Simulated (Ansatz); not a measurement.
Coupled-cluster diagnostics for the cluster Al₆Ge, Ansatz.

Geometry of the singlet (B3LYP-D4/def2-SVP):

```xyz
7

Ge    0.7356    2.3961    0.7301
Al    0.9266    0.7443   -1.2834
Al   -1.1931   -0.7219   -1.6260
Al    0.9809   -0.1034    1.4424
Al   -1.4143    0.9692    0.3341
Al    1.1007   -1.7476   -0.5671
Al   -1.1363   -1.5367    0.9699
```

Correlated methods freeze 39 core orbitals; core or outer-core shells of Ge are correlated, in sets that lack core-valence functions. The structure comes from a short search, and lower isomers may exist.

Q: Estimate the CCSD(T) correlation energy, the shares of MP2 and (T), T1 and the reference's ⟨S²⟩ for: charge 0, singlet, own geometry in def2-SVP; charge 1, doublet, vertical in def2-SVP; and the rough time on 4 threads of Arm Neoverse V2 on a shared host.

A: 
```tsv
state	basis	correlation (eV)	MP2 share (%)	(T) share (%)	T1	⟨S²⟩ (pure)	wall time	remarks
charge 0, singlet, own geometry	def2-SVP	-19.523	96.0	9.3	0.024	0.00 (0.00)	18 s	large T1, restricted SCF unstable
charge 1, doublet, vertical	def2-SVP	-18.007	87.0	8.9	0.086	2.49 (0.75)	41 s	large T1, spin-contaminated
```
Customary marks for T1 are 0.02 (closed shells), 0.045 (open shells) and about 0.05 (3d metals). T1 exceeds 0.02 in 2 of 2 rows and 0.045 in 1; the higher it lies, the less the single-reference result can be trusted.
